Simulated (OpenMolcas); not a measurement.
Ho3+ in a point-charge field

Ho3+ among 2 point charges of -1 e arranged as a linear pair (D∞h), 2.74 Å from the ion.
```
   0.0000    0.0000    2.7400  -1.00
   0.0000    0.0000   -2.7400  -1.00
```

```yaml
Program: OpenMolcas
Method: CASSCF
Basis: ANO-RCC-VDZP [7s6p4d2f1g]
Scalar_Hamiltonian: DKH2, point nucleus
Active_space: 10 electrons in 7 orbitals (4f)
State_averaging: 2S+1 = 5 even, 35 roots (30 in the spin-orbit step); 2S+1 = 3 even, 104 roots kept (CI in the orbitals of an earlier block); 2S+1 = 1 even, 31 roots kept (CI in the orbitals of an earlier block)
Spin-orbit_coupling: state interaction with AMFI integrals over the reference wave functions
```

The lowest spin-free states (labels by Λ), above the lowest:

| State | Degeneracy | E (cm-1) | Free-ion L (%) |
| --- | --- | --- | --- |
| 5I | 2 | 0.0 | I (100) |
| 5H | 2 | 172.7 | I (100) |
| 5Γ | 2 | 266.8 | I (100) |
| 5Φ | 2 | 330.1 | I (100) |
| 5Δ | 2 | 377.8 | I (100) |
| 5Π | 2 | 409.7 | I (100) |
| 5Σ | 1 | 421.1 | I (100) |
| 5Σ | 1 | 17743 | F (100) |
| 5Π | 2 | 17825 | F (100) |
| 5Δ | 2 | 18031 | F (100) |
| 5Σ | 1 | 18033 | S (100) |
| 5Φ | 2 | 18355 | F (100) |
| 3Σ | 1 | 21406 | K (100) |
| 3Π | 2 | 21407 | K (100) |
| 3Δ | 2 | 21412 | K (100) |
| 3Φ | 2 | 21420 | K (100) |
| 3Γ | 2 | 21433 | K (100) |
| 3H | 2 | 21450 | K (100) |
| 3I | 2 | 21471 | K (100) |
| 3K | 2 | 21492 | K (100) |

The lowest levels with spin-orbit coupling:

```
E (cm-1)  Degeneracy  2S+1     J  |mJ| (%)                g
     0.0           2     5  8.00   8 (100)  0.00 0.00 19.89
   117.6           2     5  8.00   7 (100)  0.00 0.00 17.38
   196.6           2     5  8.00   6 (100)  0.00 0.00 14.89
   253.0           2     5  8.00   5 (100)  0.00 0.00 12.40
   296.1           2     5  8.00   4 (100)   0.00 0.00 9.92
   329.8           2     5  8.00   3 (100)   0.00 0.00 7.43
   354.7           2     5  8.00   2 (100)   0.00 0.00 4.95
   370.3           2     5  8.00   1 (100)   0.00 0.00 2.48
   375.6           1     5  8.00   0 (100)                 
    5227           2     5  7.00   7 (100)  0.00 0.00 16.48
    5327           2     5  7.00   6 (100)  0.00 0.00 14.07
    5404           2     5  7.00   5 (100)  0.00 0.00 11.71
    5462           2     5  7.00   4 (100)   0.00 0.00 9.36
    5503           2     5  7.00   3 (100)   0.00 0.00 7.01
    5532           2     5  7.00   2 (100)   0.00 0.00 4.67
    5549           2     5  7.00   1 (100)   0.00 0.00 2.33
    5554           1     5  7.00   0 (100)                 
    9007           2     5  6.00   6 (100)  0.00 0.00 12.93
    9107           2     5  6.00   5 (100)  0.00 0.00 10.69
    9188           2     5  6.00   4 (100)   0.00 0.00 8.52
```

Powder χT (cm3 K/mol): 12.4 at 2 K, 12.6 at 10 K, 13.2 at 50 K, 13.6 at 100 K, 13.8 at 200 K, 13.9 at 300 K. The effective moment at 300 K is 2.828 √(χT) = 10.54 μB.

Hund's rules give f10 the level 5I8 with g = 1.250, so an isolated free-ion multiplet has χT = g² J(J+1) / 8 = 14.062 cm3 K/mol. The computed 13.892 at 300 K differs by -1 %, through the field's splitting, the mixing of terms and any other multiplet in reach.

Stevens parameters of the J = 8 multiplet, which is 376 cm-1 wide (cm-1, z along the main axis): B20 = -1.882e+00, B40 = -8.192e-04, B60 = -2.830e-06.

High states are left out of the spin-orbit mixing, which shifts the levels that they would mix with. Point charges carry no covalency, so the field is a model and not that of real ligands. The first state left out of the spin-orbit step lies near 45000 cm-1 above the lowest spin-free state of the reference (among the parities and spins computed), and the lists stop at four fifths of that energy or lower. No measured value stands beside these numbers.

With an even number of electrons the g values are those of a degenerate or nearly degenerate non-Kramers pair.
